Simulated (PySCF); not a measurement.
SiCl4.
InChI=1S/Cl4Si/c1-5(2,3)4

Method used: MP2 and CCSD/aug-cc-pVDZ in PySCF, restricted Hartree–Fock reference, frozen core, non-relativistic, gas phase, PBE0-D3(BJ)/def2-SVP geometry.

E(HF) = -2127.16198 Eh.

How large is the problem?

135 basis functions and 82 electrons; 25 orbitals frozen, which leaves o = 16 correlated occupied and v = 94 virtual orbitals. That is o·v = 1504 singles and o·v(o·v + 1)/2 = 1131760 distinct closed-shell doubles amplitudes before symmetry; the costliest CCSD step grows as o²v⁴ = 2.0 × 10^10.

What are the MP2 and CCSD correlation energies?

MP2 -0.6737 Eh and CCSD -0.7175 Eh, which gives totals of -2127.83567 and -2127.87951 Eh. That is 0.610 eV for each correlated electron at CCSD (1884 kJ/mol in all, 0.034 % of the total energy); MP2 gives 93.9 % of the CCSD value.

What is the T1 diagnostic?

0.0096, below the customary warning level of 0.02. It is the norm of the spatial-orbital singles amplitudes over the root of the number of correlated electrons, so the norm is 0.054.

Connected triples and the basis-set limit are missing.
